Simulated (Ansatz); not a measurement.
`[F][Ga]([SH])[Cl]` + H₂O → `[OH][Ga]([F])[Cl]` + H₂S at 400 K and 1 bar (formal hydrolysis of a Ga–S bond).

Gas-phase electronic energies from Ansatz, PBE0-D4/def2-TZVP geometries. CCSD(T)/CBS adds triple-zeta CCSD(T) − MP2 to the extrapolated MP2 energy (def2 sets, frozen cores). This one scheme is used for every species. For Ga outer-core shells are correlated without core-valence functions, which leaves a few kJ/mol of doubt a bond. Scalar relativity is left out up to krypton. One conformer a species, not always the lowest.

| species | CCSD(T)/CBS energy (Eh) | H − E (kJ/mol) | S (J/(mol·K)) |
| --- | --- | --- | --- |
| `[F][Ga]([SH])[Cl]` | -2882.02312 | 61.1 | 364.6 |
| H₂O | -76.37941 | 69.8 | 198.6 |
| `[OH][Ga]([F])[Cl]` | -2559.41427 | 70.3 | 348.1 |
| H₂S | -398.97279 | 53.4 | 215.9 |

H − E and S are ideal-gas, rigid-rotor, harmonic terms from PBE0-D4/def2-TZVP, for one conformer and one mirror image of each species. 1 Eh = 2625.50 kJ/mol, R = 8.31446 J/(mol·K).

By hand: ΔE, ΔH, ΔS and ΔG.

ΔE = (-2559.41427) + (-398.97279) − (-2882.02312) − (-76.37941) = 0.01547 Eh = 40.6 kJ/mol. Δ(H − E) = 70.3 + 53.4 − 61.1 − 69.8 = -7.2, so ΔH = 33.4 kJ/mol. ΔS = 348.1 + 215.9 − 364.6 − 198.6 = 0.8 J/(mol·K). ΔG = 33.4 − 400 × (0.8)/1000 = 33.1 kJ/mol.

By hand: the equilibrium constant, and the temperature at which ΔG would vanish if ΔH and ΔS stayed fixed.

log₁₀ K = −ΔG/(RT ln 10) = -4.3. ΔG = 0 at ΔH/ΔS = 41750 K, far beyond where these terms or the molecules hold.

The number of gas molecules stays the same, so ΔS is small and ΔH decides. A doubt of 5 kJ/mol in ΔE shifts log₁₀ K by 0.7 here. Other conformers and mirror images would add mixing entropy, several J/(mol·K) or more a flexible species. These are equilibria of isolated gas molecules and say nothing of rates. Largest T1 diagnostic: 0.014 (customary marks: 0.02 for closed shells, 0.045 for open ones).
